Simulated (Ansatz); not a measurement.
Harmonic frequencies (cm⁻¹) at PBE0-D4/def2-TZVP from Ansatz: 36, 87, 145, 207, 229, 410, 470, 509, 811, 916, 934, 956, 1004, 1030, 1139, 1160, 1498, 1632, 3078, 3154, 3681.

Each molecule was computed in one conformer, which needn't be the lowest.

(1) Which molecule is it?
A. `[F][Ge]1([SiH3])[BH][CH2]1`
B. `ClB(Cl)B1CN1`
C. `CC=C=N`
D. `B[CH2][SnH]([Cl])[Cl]`

Answers

(1) B.
